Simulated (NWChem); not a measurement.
The numbers come from NWChem runs, not from measurements. System: BiCl$_{3}$, charge 0, spin multiplicity 1, at a geometry optimised with PBE0/def2-SVP with def2 effective core potentials on Bi. The structure started from a generated list of species. Level: MP2/def2-SVPD with def2 effective core potentials on Bi, 19 core orbitals frozen.

Input file:

```
start mol
memory heap 200 mb stack 900 mb global 1100 mb
geometry units angstroms nocenter noautoz
  Bi     0.002103     0.446832     0.000000
  Cl    -1.083613    -0.722116     1.870969
  Cl    -1.083613    -0.722116    -1.870969
  Cl     2.156961    -0.737359     0.000000
  symmetry group Cs
end
basis spherical
  * library def2-svpd
end
ecp
  Bi library def2-ecp
end
scf
  rhf
  nopen 0
  maxiter 100
  thresh 1e-7
  semidirect memsize 60000000 filesize 0
end
mp2
  freeze core 19
end
task mp2 energy
```

NWChem printed:

```
             Northwest Computational Chemistry Package (NWChem) 7.3.0
             --------------------------------------------------------

                                NWChem Input Module
                                -------------------

 Scaling coordinates for geometry "geometry" by  1.889725989
 (inverse scale =  0.529177249)

 Turning off AUTOSYM since
 SYMMETRY directive was detected!

                             Geometry "geometry" -> ""
                             -------------------------

 Output coordinates in angstroms (scale by  1.889725989 to convert to a.u.)

  No.       Tag          Charge          X              Y              Z
 ---- ---------------- ---------- -------------- -------------- --------------
    1 Bi                  83.0000     0.00210300     0.44683200     0.00000000
    2 Cl                  17.0000    -1.08361300    -0.72211600     1.87096900
    3 Cl                  17.0000    -1.08361300    -0.72211600    -1.87096900
    4 Cl                  17.0000     2.15696100    -0.73735900     0.00000000

 Effective nuclear repulsion energy (a.u.)    1033.6229883785

            Nuclear Dipole moment (a.u.)
            ----------------------------
        X                 Y               Z
 ---------------- ---------------- ----------------
     0.0000831479     0.0000170075     0.0000000000

      Symmetry information
      --------------------

 Group name             Cs
 Group number              2
 Group order               2
 No. of unique centers     3

      Symmetry unique atoms

     1    2    4


 Summary of "ao basis" -> "" (spherical)
 ------------------------------------------------------------------------------
       Tag                 Description            Shells   Functions and Types
 ---------------- ------------------------------  ------  ---------------------
 *                         def2-svpd                  on all atoms

 Summary of "ao basis" -> "ao basis" (spherical)
 ------------------------------------------------------------------------------
       Tag                 Description            Shells   Functions and Types
 ---------------- ------------------------------  ------  ---------------------
 Bi                        def2-svpd                12       32   5s4p3d
 Cl                        def2-svpd                11       27   5s4p2d

                                 NWChem SCF Module
                                 -----------------

  ao basis        = "ao basis"
  functions       =   113
  atoms           =     4
  closed shells   =    37
  open shells     =     0
  charge          =   0.00
  wavefunction    = RHF
  use symmetry    = T
  symmetry adapt  = T

 Summary of "ao basis" -> "ao basis" (spherical)
 ------------------------------------------------------------------------------
       Tag                 Description            Shells   Functions and Types
 ---------------- ------------------------------  ------  ---------------------
 Bi                        def2-svpd                12       32   5s4p3d
 Cl                        def2-svpd                11       27   5s4p2d

      Symmetry analysis of basis
      --------------------------

        a'         68
        a"         45

 Forming initial guess at       0.2s

      Superposition of Atomic Density Guess
      -------------------------------------

 Sum of atomic energies:       -1623.40728828

      Non-variational initial energy
      ------------------------------

 Total energy =   -1591.744640
 1-e energy   =   -3025.977025
 2-e energy   =    1059.173408
 HOMO         =      -0.342498
 LUMO         =      -0.023929

      Symmetry analysis of molecular orbitals - initial
      -------------------------------------------------

  Numbering of irreducible representations:

     1 a'          2 a"

  Orbital symmetries:

     1 a'          2 a"          3 a'          4 a'          5 a'
     6 a"          7 a'          8 a'          9 a"         10 a'
    11 a"         12 a'         13 a'         14 a"         15 a"
    16 a'         17 a'         18 a"         19 a'         20 a'
    21 a"         22 a'         23 a"         24 a'         25 a'
    26 a'         27 a"         28 a'         29 a'         30 a"
    31 a'         32 a"         33 a'         34 a'         35 a"
    36 a"         37 a'         38 a'         39 a"         40 a'
    41 a'         42 a"         43 a'         44 a'         45 a"
    46 a'         47 a'

 Starting SCF solution at       2.8s

 ----------------------------------------------
         Quadratically convergent ROHF

 Convergence threshold     :          1.000E-07
 Maximum no. of iterations :          100
 Final Fock-matrix accuracy:          1.000E-09
 ----------------------------------------------

              iter       energy          gnorm     gmax       time
             ----- ------------------- --------- --------- --------
                 1    -1591.6722236186  9.64D-01  1.98D-01      3.1
                 2    -1591.7550984986  1.67D-01  3.41D-02      3.5
                 3    -1591.7590649372  1.34D-02  4.20D-03      4.1
                 4    -1591.7591086585  9.20D-05  2.12D-05      5.2
                 5    -1591.7591086597  5.31D-09  1.11D-09      6.8

       Final RHF  results
       ------------------

         Total SCF energy =  -1591.759108659729
      One-electron energy =  -3025.555979487731
      Two-electron energy =   1058.737893094852
 Nuclear repulsion energy =    375.058977733151

        Time for solution =      4.0s

       Symmetry analysis of molecular orbitals - final
       -----------------------------------------------
[...]

  Numbering of irreducible representations:

     1 a'          2 a"

  Orbital symmetries:

     1 a'          2 a"          3 a'          4 a'          5 a"
     6 a'          7 a'          8 a'          9 a"         10 a'
    11 a"         12 a'         13 a"         14 a'         15 a"
    16 a'         17 a'         18 a"         19 a'         20 a'
    21 a"         22 a'         23 a"         24 a'         25 a'
    26 a'         27 a"         28 a'         29 a'         30 a"
    31 a'         32 a"         33 a'         34 a'         35 a"
    36 a"         37 a'         38 a'         39 a"         40 a'
    41 a'         42 a'         43 a"         44 a'         45 a"
    46 a'         47 a'

             Final eigenvalues
             -----------------

              1
    1 -104.8070
    2 -104.8070
    3 -104.8070
    4  -10.5666
    5  -10.5666
    6  -10.5666
    7   -8.0410
    8   -8.0410
    9   -8.0410
   10   -8.0386
   11   -8.0386
   12   -8.0386
   13   -8.0386
   14   -8.0386
   15   -8.0386
   16   -6.8119
   17   -4.3903
   18   -4.3903
   19   -4.3872
   20   -1.4497
   21   -1.4497
   22   -1.4418
   23   -1.4418
   24   -1.4398
   25   -1.1076
   26   -1.0711
   27   -1.0711
   28   -0.7875
   29   -0.5311
   30   -0.5311
   31   -0.5065
   32   -0.4784
   33   -0.4784
   34   -0.4596
   35   -0.4596
   36   -0.4589
   37   -0.4213
   38    0.0035
   39    0.0188
   40    0.0188
   41    0.0756
   42    0.1241
   43    0.1241
   44    0.1272
   45    0.1375
   46    0.1375
   47    0.1717

                       ROHF Final Molecular Orbital Analysis
                       -------------------------------------

 Vector   35  Occ=2.000000D+00  E=-4.595600D-01  Symmetry=a"
              MO Center= -5.1D-01, -6.7D-01, -1.5D-11, r^2= 5.6D+00
   Bfn.  Coefficient  Atom+Function         Bfn.  Coefficient  Atom+Function
  ----- ------------  ---------------      ----- ------------  ---------------
    46      0.351293  2 Cl pz                73      0.351293  3 Cl pz
   100      0.264912  4 Cl pz                43      0.248699  2 Cl pz
    70      0.248699  3 Cl pz                45      0.222103  2 Cl py
    72     -0.222103  3 Cl py                97      0.195664  4 Cl pz
    42      0.167476  2 Cl py                69     -0.167476  3 Cl py

 Vector   36  Occ=2.000000D+00  E=-4.589013D-01  Symmetry=a"
              MO Center= -3.7D-03, -7.0D-01, -4.8D-14, r^2= 5.8D+00
   Bfn.  Coefficient  Atom+Function         Bfn.  Coefficient  Atom+Function
  ----- ------------  ---------------      ----- ------------  ---------------
   100      0.375117  4 Cl pz                44     -0.324908  2 Cl px
    71      0.324908  3 Cl px                97      0.273723  4 Cl pz
    41     -0.237087  2 Cl px                68      0.237087  3 Cl px
    46     -0.187676  2 Cl pz                73     -0.187676  3 Cl pz
    94      0.157766  4 Cl pz

 Vector   37  Occ=2.000000D+00  E=-4.212934D-01  Symmetry=a'
              MO Center= -8.0D-04, -1.7D-01, -7.8D-14, r^2= 5.4D+00
   Bfn.  Coefficient  Atom+Function         Bfn.  Coefficient  Atom+Function
  ----- ------------  ---------------      ----- ------------  ---------------
     4      0.374266  1 Bi s                  3      0.366790  1 Bi s
    45     -0.302153  2 Cl py                72     -0.302153  3 Cl py
    99     -0.303357  4 Cl py                13      0.290217  1 Bi py
     1     -0.263727  1 Bi s                 42     -0.205453  2 Cl py
    69     -0.205453  3 Cl py                96     -0.206148  4 Cl py

 Vector   38  Occ=0.000000D+00  E= 3.492087D-03  Symmetry=a'
              MO Center=  3.6D-03,  7.6D-01,  4.6D-15, r^2= 6.2D+00
   Bfn.  Coefficient  Atom+Function         Bfn.  Coefficient  Atom+Function
  ----- ------------  ---------------      ----- ------------  ---------------
     5      1.576103  1 Bi s                  4     -0.982129  1 Bi s
    13      0.406073  1 Bi py                 3     -0.369614  1 Bi s
    37     -0.356964  2 Cl s                 64     -0.356964  3 Cl s
    91     -0.356959  4 Cl s                  1      0.279388  1 Bi s
    16      0.270781  1 Bi py                98     -0.236449  4 Cl px

 Vector   39  Occ=0.000000D+00  E= 1.882233D-02  Symmetry=a"
              MO Center=  4.1D-03,  6.0D-01, -7.6D-11, r^2= 5.6D+00
   Bfn.  Coefficient  Atom+Function         Bfn.  Coefficient  Atom+Function
  ----- ------------  ---------------      ----- ------------  ---------------
    14      0.489477  1 Bi pz                17      0.418706  1 Bi pz
    29      0.404535  1 Bi d -1              37      0.243160  2 Cl s
    64     -0.243160  3 Cl s                  8     -0.229858  1 Bi pz
    45     -0.179700  2 Cl py                72      0.179700  3 Cl py

 Vector   40  Occ=0.000000D+00  E= 1.882264D-02  Symmetry=a'
              MO Center=  1.5D-03,  6.0D-01,  7.3D-11, r^2= 5.6D+00
   Bfn.  Coefficient  Atom+Function         Bfn.  Coefficient  Atom+Function
  ----- ------------  ---------------      ----- ------------  ---------------
    12      0.489470  1 Bi px                15      0.418701  1 Bi px
    28      0.405727  1 Bi d -2              91      0.280785  4 Cl s
     6     -0.229855  1 Bi px                99     -0.208858  4 Cl py
    90     -0.158486  4 Cl s

 center of mass
 --------------
 x =   0.00048483 y =   0.10289713 z =   0.00000000

 moments of inertia (a.u.)
 ------------------
        1218.070159402745           2.494483513891           0.000000000000
           2.494483513891        1748.512782410174           0.000000000000
           0.000000000000           0.000000000000        1218.056531014391

  Mulliken analysis of the total density
  --------------------------------------

    Atom       Charge   Shell Charges
 -----------   ------   -------------------------------------------------------
    1 Bi  23    21.12   2.92 -0.87  1.35  0.37 -0.12  4.71  1.27  1.12  0.26  9.80  0.38 -0.08
    2 Cl  17    17.63   2.00  1.99  1.21  0.76  0.04  5.94  2.06  3.35  0.24  0.01  0.02
    3 Cl  17    17.63   2.00  1.99  1.21  0.76  0.04  5.94  2.06  3.35  0.24  0.01  0.02
    4 Cl  17    17.63   2.00  1.99  1.21  0.76  0.04  5.94  2.06  3.35  0.24  0.01  0.02

       Multipole analysis of the density wrt the origin
       ------------------------------------------------

     L   x y z        total         open         nuclear
     -   - - -        -----         ----         -------
     0   0 0 0     -0.000000      0.000000     74.000000

     1   1 0 0      0.008239      0.000000     -0.238362
     1   0 1 0      1.748858      0.000000    -50.663386
     1   0 0 1     -0.000000      0.000000      0.000000

     2   2 0 0    -54.899538      0.000000    425.012566
     2   1 1 0      0.027373      0.000000     -1.468814
     2   1 0 1     -0.000000      0.000000      0.000000
     2   0 2 0    -49.078338      0.000000    112.718416
     2   0 1 1      0.000000      0.000000      0.000000
     2   0 0 2    -54.899719      0.000000    425.020396

                   NWChem MP2 Semi-direct Energy/Gradient Module
                   ---------------------------------------------

  Basis functions       =    113
  Molecular orbitals    =    113
  Frozen core           =     19
  Frozen virtuals       =      0
  Active alpha occupied =     18
  Active beta occupied  =     18
  Active alpha virtual  =     76
  Active beta virtual   =     76
  Use MO symmetry       = T
  Use skeleton AO sym   = T

  AO/Fock/Back tols     =   1.0D-09  1.0D-09  1.0D-09

 GA uses MA = F    GA memory limited = T

 Available:
  local mem=  1.26D+08
 global mem=  1.44D+08
 local disk=  0.00D+00
  mp2_memr nvloc                    76
  nvloc new                    76
   1 passes of  18:        3145728                      60932                  28250039.
   1 passes of  18: M    126147017           G      144153662           F     123001289.

 Semi-direct pass number   1 of   1  for RHF alpha+beta  at        7.0s
  vrange nnbf                  6069
  mp2_eaftype                   107  avail_ma_in_mb                  1099
 EAF : mp2_eaftype filesize         107   14125020.
  mp2_eaf for mointskh                    107
Node 0 wrote     66.4 Mb in      0.2 s     Agg I/O rate:   368.6 Mb/s
 Done moints_semi at       19.0s
  mp2_eaftype                   107  avail_ma_in_mb                   992
 EAF : mp2_eaftype filesize         107   14125020.
  mp2_eaf for kh                   107
 Done maket at       19.7s
 Done multipass loop at       19.7s

          -------------------------------------------
          SCF energy               -1591.759108659729
          Correlation energy          -0.553065795094
          Singlet pairs               -0.320611308981
          Triplet pairs               -0.232454486113
          Total MP2 energy         -1592.312174454823
          -------------------------------------------

          ---------------------------------------------------
                    Spin Component Scaled (SCS) MP2
          Same spin pairs                     -0.154969657409
          Same spin scaling factor             0.333333333333
          Opposite spin pairs                 -0.398096137686
          Opposite spin scaling fact.          1.200000000000
          SCS-MP2 correlation energy          -0.529371917693
          Total SCS-MP2 energy             -1592.288480577421
          ---------------------------------------------------

 -----------------------
 Performance information
 -----------------------

 Timer overhead =  1.61D-07 seconds/call

               Nr. of calls         CPU time (s)                 Wall time (s)                GFlops
             ---------------    -------------------     ------------------------------   -------------------
Name         Min   Avg   Max    Min     Avg     Max     Min     Avg     Max   Mx/calls   Min     Max     Sum
mp2: moin     1     1     1    12.     12.     12.      12.     12.     12.     12.      0.0     0.0     0.0
mp2: make     1     1     1   0.75    0.75    0.75     0.75    0.75    0.75    0.75      0.0     0.0     0.0
mp2: tota     1     1     1    13.     13.     13.      13.     13.     13.     13.      0.0     0.0     0.0

 The average no. of pstat calls per process was 3.00D+00
 with a timing overhead of 4.83D-07s

 Task  times  cpu:       19.7s     wall:       19.7s

 Total times  cpu:       19.8s     wall:       19.8s
```
